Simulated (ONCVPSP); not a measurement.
## Br, ONCV: configuration errors across variants

Br, optimised norm-conserving Vanderbilt (ONCV), made with ONCVPSP 4.0.1 (PBE, scalar-relativistic). Core [Ar] 3d10, reference 4s2 4p5. Waves: 4s: rc 1.40 bohr, ncon 4, nbas 8, qcut 5.4 1/bohr, 2 projectors, debl 1.5 Ha; 4p: rc 1.60 bohr, ncon 3, nbas 7, qcut 4.9 1/bohr, 2 projectors, debl 2.5 Ha; d scattering state at 0.39 Ha: rc 1.50 bohr, ncon 5, nbas 8, qcut 7.4 1/bohr, 2 projectors, debl 3 Ha. Local part: polynomial inside 1.10 bohr (lpopt 5, dvloc0 -1 Ha). Core correction: none.

All-electron excitation energies from the reference (eV): (1) 4s2 4p4 12.554; (2) 4s2 4p3 35.315; (3) 4s2 4p2 69.297; (4) 4s2 4p1 115.323.

5 further variants failed, have other tests or too few solved ones, and are left out.

A true bound ghost makes a file unfit for plane-wave use even where its test errors are small: the radial tests pick states by their node count and pass the ghost by.

Errors AE − PS in meV (a dash: test not solved or not reliable):

```csv
change,(1),(2),(3),(4),bound ghosts,GHOST(+) flags above zero
base,-4.0,-21,-59,-115,d,"s, p"
s: qcut 3.2,-3.6,-18,-48,-85,d,"s, p"
s: qcut 3.7,-3.8,-19,-53,-98,d,"s, p"
s: qcut 4.9,-3.9,-21,-58,-113,d,"s, p"
```

(1) Give the same row for: s: qcut 4.2.

Answers

(1) -3.9, -20, -56, -109; bound ghosts: d; GHOST(+) flags above zero: s, p.
